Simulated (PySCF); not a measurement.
Predicted microwave data (PBE0/pcSseg-1 in PySCF (dipole) on a GFN2-xTB geometry, gas phase) for one isomer of C3H13ClSi4:

* Rotational constants: A = 989.0, B = 549.7, C = 519.2 MHz
* Dipole components: |μa| = 0.18 D, |μb| = 0.64 D, |μc| = 1.43 D
* Inertial defect: -457.08 u·Å²
* κ: -0.87

Question: Which structure is it? (One computed conformer of each.)
A. `[SiH3:1][Si@@H:2]([SiH2:3][SiH2:4][Cl:5])[CH:6]1[CH2:7][CH2:8]1` with Si1–Si2–Si3–Si4 87°, Si2–Si3–Si4–Cl5 -42°, Si1–Si2–C6–C7 89°
B. `[CH3:1][C@@H:2]1[SiH2:3][SiH2:4][Si@H:5]([CH2:6][Cl:7])[SiH2:8]1` with Si4–Si5–C6–Cl7 -55°, C1–C2–Si3–Si4 -80°, C2–Si3–Si4–Si5 -27°, Si3–Si4–Si5–C6 127°, Si4–Si5–Si8–C2 15°
C. `[CH2:1]=[C:2]([CH2:3][Cl:4])[SiH2:5][SiH:6]([SiH3:7])[SiH3:8]` with C1–C2–C3–Cl4 -125°, C1–C2–Si5–Si6 83°, C2–Si5–Si6–Si7 -146°
D. `[Cl:1][CH2:2][CH2:3][CH:4]1[SiH2:5][SiH2:6][SiH2:7][SiH2:8]1` with Cl1–C2–C3–C4 61°, C2–C3–C4–Si5 61°, C3–C4–Si5–Si6 164°, C4–Si5–Si6–Si7 -17°, Si5–Si6–Si7–Si8 -2°, Si6–Si7–Si8–C4 22°
E. `[CH2:1]=[CH:2][CH2:3][SiH2:4][Si:5]([SiH3:6])([SiH3:7])[Cl:8]` with C1–C2–C3–Si4 -106°, C2–C3–Si4–Si5 66°, C3–Si4–Si5–Si6 174°
F. `[CH2:1]=[CH:2][CH2:3][Si@H:4]([Cl:5])[SiH:6]([SiH3:7])[SiH3:8]` with C1–C2–C3–Si4 102°, C2–C3–Si4–Cl5 66°, C3–Si4–Si6–Si7 -52°

Answer: E. It is C=CC[SiH2][Si]([SiH3])([SiH3])Cl, an asymmetric top, point group C1. The candidates at the same level (rigid rotor, commonest isotopes):

```csv
SMILES,A (MHz),B (MHz),C (MHz),μa (D),μb (D),μc (D),Δ (u·Å²),point group,rotor
C=CC[Si@H](Cl)[SiH]([SiH3])[SiH3],827.2,638.1,409.8,0.33,1.29,0.44,-169.80,C1,asymmetric top
[SiH3][Si@@H]([SiH2][SiH2]Cl)C1CC1,879.5,548.3,476.6,0.62,1.35,0.93,-436.06,C1,asymmetric top
C=CC[SiH2][Si]([SiH3])([SiH3])Cl,989.0,549.7,519.2,0.18,0.64,1.43,-457.08,C1,asymmetric top
C[C@@H]1[SiH2][SiH2][Si@H](CCl)[SiH2]1,1054,644.9,585.4,0.16,0.22,1.02,-399.79,C1,asymmetric top
ClCCC1[SiH2][SiH2][SiH2][SiH2]1,1394,454.1,393.0,0.48,0.20,1.39,-189.45,C1,asymmetric top
C=C(CCl)[SiH2][SiH]([SiH3])[SiH3],1125,486.5,451.5,1.28,0.66,1.31,-368.94,C1,asymmetric top
```

`C=C(CCl)[SiH2][SiH]([SiH3])[SiH3]` has A 14 % too high; `[SiH3][Si@@H]([SiH2][SiH2]Cl)C1CC1` has A 11 % too low; `C[C@@H]1[SiH2][SiH2][Si@H](CCl)[SiH2]1` has B 17 % too high; `ClCCC1[SiH2][SiH2][SiH2][SiH2]1` has A 41 % too high; `C=CC[Si@H](Cl)[SiH]([SiH3])[SiH3]` has C 21 % too low. No structure here is proved a minimum.
